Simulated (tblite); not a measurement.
Compound: C5H4FPS.
Cartesian coordinates in Å at the GFN2-xTB level; atoms count from 1:
```xyz
12
C5H4FPS angstrom
F      4.130    0.386    0.222
C      2.790    0.363    0.256
P      1.931   -0.627   -0.790
C      0.249   -0.236   -0.288
C     -0.853   -0.810   -0.868
C     -2.071   -0.363   -0.324
C     -1.890    0.549    0.667
S     -0.233    0.883    0.959
H      2.394    1.034    1.009
H     -0.780   -1.533   -1.661
H     -3.036   -0.702   -0.653
H     -2.632    1.054    1.253
```

Computed values, GFN2-xTB/tblite, gas phase, harmonic and unscaled. Against measured fundamentals such values can be off by several per cent, at times by over 20. One conformer, not necessarily the lowest.

Harmonic wavenumbers (cm⁻¹): 30.3, 120.4, 141.5, 250.8, 264.7, 323.0, 430.9, 456.0, 532.8, 632.7, 643.4, 726.1, 741.7, 814.8, 849.5, 851.7, 951.6, 979.4, 1076.1, 1097.3, 1155.3, 1179.0, 1295.6, 1330.2, 1421.1, 1521.0, 3020.7, 3123.6, 3133.3, 3162.2.

A = 3862, B = 861.7, C = 704.5 MHz; mass 145.976 u (most abundant isotopes); point group Cs, symmetry number 1.

**Question.** Zero-point energy?

**Answer.** ½Σν̃ = 16128 cm⁻¹ = 46.11 kcal/mol.

**Question.** What is S at 400 K and 1 bar for an ideal gas of classical rigid rotors and harmonic oscillators?

**Answer.** Translation 42.33, rotation 30.18, vibration 28.50: S = 101.0 cal/(mol K).

**Question.** And Cp and H(400 K) − H(0)?

**Answer.** Cp = 37.18 cal/(mol K), of which vibrations give 29.23 (their classical limit is 30 R = 59.6); H(400 K) − H(0) = 9.09 kcal/mol without the zero-point energy, 5.91 from vibrations.

**Question.** Blend soft modes into free rotors: weight 1/[1 + (100 cm⁻¹/ν̃)⁴] for the oscillator and the rest for a rotor with moment μB/(μ + B), μ = h/(8π²ν), B = 10⁻⁴⁴ kg m². What vibrational entropy results?

**Answer.** 26.13 cal/(mol K) in place of 28.50, which changes −T·S at 400 K by +0.95 kcal/mol.

**Question.** What must be added to the electronic energy to get the Gibbs energy at 400 K and 1 bar?

**Answer.** ZPE + [H(400 K) − H(0)] − T·S = 46.11 + 9.09 − 40.41 = 14.79 kcal/mol.

Hindered rotation and anharmonicity are outside this model. Other conformers, if any are populated, would add a mixing term that is left out.

Hardware: an Arm Neoverse V2 with one thread, no GPU, shared host with 96 logical CPUs at a one-minute load of 33. Cost: 0.32 s. This covers the Hessian and the dipole derivatives.
